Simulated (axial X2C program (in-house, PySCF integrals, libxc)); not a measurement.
Worked dissociation energy of TcPb⁺: B3LYP, without spin–orbit coupling

Calculated with an in-house all-electron X2C program for linear molecules (integrals from PySCF). Spin-free means the one-electron spin-free X2C Hamiltonian. Basis: Pb dyall-v2z [10s12p9d5f], Tc dyall-v2z [10s10p7d2f] (cores contracted in-house); Gaussian nuclei, density fitting, unrestricted open shells. Masses: Pb 207.977 u, Tc 98.907 u.

Molecular state: M_S = 2, Λ = 1 (beyond evenly filled blocks: σα, π+α, π+β, π-α, δ+α, δ-α).

- E(Pb+) (2M_S = 1, M_L = 1): -20886.236119 hartree
- E(Tc) (2M_S = 5, M_L = 0): -4285.365107 hartree
- E(TcPb⁺) at Re: -25171.707686 hartree
- ωe: 156.0 cm⁻¹
- ωexe: 0.384 cm⁻¹

Question: Work out De and D0.

Answer: De = -20886.236119 + (-4285.365107) − (-25171.707686) = 0.10646 hartree = 2.897 eV. The zero-point energy is ωe/2 − ωexe/4 = 78 cm⁻¹ = 0.010 eV, so D0 = 2.887 eV.

The state is one determinant whose occupation by symmetry is held fixed; it was picked as the lowest of a PBE0 search that is not exhaustive. De is counted from the lowest determinant-based energies of the atoms at the same level, without counterpoise correction. The functionals have no current-density term, which raises determinants with orbital currents, atoms included. The determinant is spin-polarised beyond a pure state at some levels (its spin-free form has ⟨S²⟩ too high), which makes Re and μ there less reliable. Spin–orbit coupling changes these values markedly for this molecule (Re by over 0.02 Å or De by over 0.25 eV), so the spin-free numbers are a model. Under one Hamiltonian the search converged a single determinant, so lower ones may well exist. Spin-free De lacks the spin–orbit lowering of the heavy p-block atom, a tenth of an eV or more for 4p and 5p, up to an eV for 6p and one to two eV for 7p atoms, less what an open-shell molecule gains itself.

Each atomic determinant is the lowest at this level and need not be a pure term. Totals compare only within one Hamiltonian and basis.
